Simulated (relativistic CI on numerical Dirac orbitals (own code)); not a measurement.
# One change at a time: Bi79+

Base calculation: Dirac-Coulomb-Breit CI, orbitals from a KLI potential per configuration, model QED, unscaled Slater integrals.

Configuration list (outside the closed core 1s2): 2s2, 2s.2p, 2p2, 2p.3s, 2p.3p, 2s.3s, 2s.3p, 2s.3d, 2s.4s, 2s.4p, 2s.4d, 2s.4f, 3s2, 3s.3p, 3p2. Levels of other configurations are missing.

Variants: (1) P86 correlation estimate; (2) Breit term removed; (3) QED terms removed. Shifts of the energy above 2s2 1S_0, in eV, for the lowest level and the first level of each name with at least 55 % of one term (blank where a level changes its place among those of its configuration and J or its character, or is not in the variant):

```
      Level     Base  Δ(1)   Δ(2)   Δ(3)
   2s2 1S_0      0.0   0.0    0.0    0.0
2s.2p 3P°_0    214.6  -0.2  -27.2  +27.0
2s.2p 3P°_1    252.3  -0.2  -19.5  +27.0
   2p2 3P_0    594.5  -0.5  -56.5  +54.1
2s.2p 3P°_2   2732.2  -0.2  +10.2  +25.5
2s.2p 1P°_1   2838.2  -0.2   +5.3  +25.6
   2p2 3P_1   3060.3  -0.5  -23.2  +53.4
   2p2 1D_2   3078.2  -0.5  -11.2  +53.4
   2p2 3P_2   5594.2  -0.5  +12.9  +52.0
   2p2 1S_0   5674.1  -0.5   -1.2  +52.0
 2s.3s 3S_1  14400.8  +0.9  +22.2  +22.1
 2s.3s 1S_0  14442.9  +0.9  +19.5  +22.4
2s.3p 3P°_1  14498.5  +1.0  +15.6  +30.4
2s.3p 3P°_0  14499.3  +1.0  +11.6  +30.3
```

At this charge energies of transitions that change n are usually good to better than 1 %, and those within a shell (Δn = 0) to a few per cent.

Ionisation energy from the two ground configurations alone: base 25259.2 eV; Breit term removed 25287.9 eV; QED terms removed 25291.5 eV. The NIST ASD value (theoretical) is 25260 eV.

LS names give the leading component of a level, which can be under half, so a name can repeat, a term be missing and a line seem to break the LS rules.
